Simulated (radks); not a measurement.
Values are calculated unless marked as measured or tabulated.
Problem. Species: Dy0.3+. Configuration: [Kr] 4d10 4f10 5s1.7 5p6 6s2 (fractional occupations, a model configuration). Level of theory: Dirac Kohn-Sham, PBE, spin-unpolarised, spherical densities, finite nucleus; open shells are shared between the two j in proportion to 2j + 1; Fermi nuclear charge, rms radius 5.2218 fm (a radial shooting solver on a logarithmic mesh with Libxc functionals). Some entries of the table are withheld. Estimate them.

orbital     occ.  eigenvalue (hartree)  <1/r> (bohr^-1)  r(max) (bohr)
1s1/2          2             -1969.555            74.55        0.01337
2s1/2          2             -327.9190              (1)        0.07621
2p1/2          2             -311.9028            17.84        0.05740
2p3/2          4             -282.4956            15.62        0.06342
3s1/2          2             -73.08601            6.525         0.2157
3p1/2          2             -66.09338            6.441         0.2030
3p3/2          4             -59.98605            5.877         0.2157
3d3/2          4             -47.95942            5.758         0.1708
3d5/2          6             -46.62574            5.619         0.1744
4s1/2          2             -14.55753              (2)         0.4945
4p1/2          2             -11.79829            2.619         0.4977
4p3/2          4             -10.43429            2.425         0.5246
4d3/2          4              -5.88956            2.204         0.5299
4d5/2          6              -5.64263            2.156         0.5386
5s1/2        1.7              -1.91905            1.027          1.158
5p1/2          2              -1.17381           0.9010          1.264
5p3/2          4              -0.99894           0.8321          1.347
4f5/2    4.28571              -0.25897            1.574            (3)
4f7/2    5.71429              -0.22650            1.548            (4)
6s1/2          2              -0.20523           0.3243          3.326

Solution. 
(1) 2s1/2 <1/r> (bohr^-1): 17.86
(2) 4s1/2 <1/r> (bohr^-1): 2.727
(3) 4f5/2 r(max) (bohr): 0.5365
(4) 4f7/2 r(max) (bohr): 0.5418
